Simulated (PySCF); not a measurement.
C3H4BNO2.

```xyz
11

O      0.4276    -2.3907     0.0000
C      0.1460    -1.2280     0.0000
C      1.1185    -0.0533     0.0000
B      0.1443     1.1714     0.0000
O      0.4642     2.4749     0.0000
C     -1.2951     0.4882     0.0000
N     -1.2350    -0.7951     0.0000
H      1.7809    -0.1148     0.8788
H      1.7809    -0.1148    -0.8788
H     -0.2955     3.0677     0.0000
H     -2.2937     0.9546     0.0000
```
Charge 0, spin multiplicity 1.

Geometry optimised at PBE0-D3(BJ)/def2-SVP. This is a generated structure with no PubChem entry under its InChIKey; it may be hypothetical. One conformer was computed; it need not be the lowest.

These are PBE/pcSseg-1 (PySCF) values and carry that method's errors. Non-relativistic, no solvent.

### Question
Give the absolute GIAO shielding of each atom: isotropic value and principal components (ppm). (An estimate is asked for; the answer gives what the named calculation found.)

### Answer

```tsv
atom	σ(iso)	σ11	σ22	σ33	span
O1	-316.3	-877.1	-354.0	282.2	1159.3
C2	-14.2	-105.9	24.8	38.5	144.4
C3	159.0	148.6	159.9	168.6	20.0
B4	48.9	7.2	60.6	79.0	71.7
O5	162.5	43.2	140.3	304.1	260.9
C6	-21.2	-165.1	-16.4	117.9	283.0
N7	-235.6	-680.4	-198.2	171.8	852.2
H8	29.7	26.4	28.4	34.2	7.8
H9	29.7	26.4	28.4	34.2	7.8
H10	25.6	21.5	22.3	33.0	11.5
H11	21.8	15.3	23.7	26.5	11.2
```
